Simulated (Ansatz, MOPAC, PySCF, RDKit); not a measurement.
Noncovalent pair: H2S (SMILES S) (first 3 atoms) with CHN (SMILES C#N); geometry from B3LYP-D3(BJ)/def2-TZVP, rigid monomers moved along the line of their centres of mass till H2···N5 is 3.33 Å.
(charge 0, multiplicity 1):
```xyz
6

S      0.21905     0.02307    -0.80221
H      0.31104    -0.04992     0.53738
H     -0.01055    -1.29400    -0.92292
C      0.64927    -0.13711     4.99448
N      0.54805    -0.19178     3.85506
H      0.74323    -0.08651     6.05617
```

Counterpoise-corrected where a basis set is named; no monomer relaxation. RDKit's UFF carries no charges.

Frozen-core correlation. CBS: X⁻³ extrapolation of the correlation energy, Hartree–Fock from the larger set. The state that AM1, PM6, PM7 reach isn't checked; PM7 holds dispersion and hydrogen-bond terms.

Codes used: Ansatz (a program for electronic structure) with Gaussian orbitals; MOPAC for AM1, PM6, PM7 (differences of heats of formation); PySCF for the dispersion terms; RDKit for the force fields. Each number belongs to the level named beside it.

```csv
level,interaction energy (kcal/mol)
UFF,-0.20
AM1,-0.81
PM6,-1.15
PM7,-1.53
PBE-D4/def2-TZVPPD,-1.30
r2SCAN-D3(BJ)/def2-TZVPPD,-1.14
B3LYP/def2-TZVPPD,-0.87
PBE0-D4/def2-TZVPPD,-1.27
"CCSD(T)/CBS(aug-cc-pV(D+d)Z, aug-cc-pV(T+d)Z)",(withheld)
```

Question: Complete the blanks.

Answer: 
- CCSD(T)/CBS(aug-cc-pV(D+d)Z, aug-cc-pV(T+d)Z), interaction energy (kcal/mol): -1.22
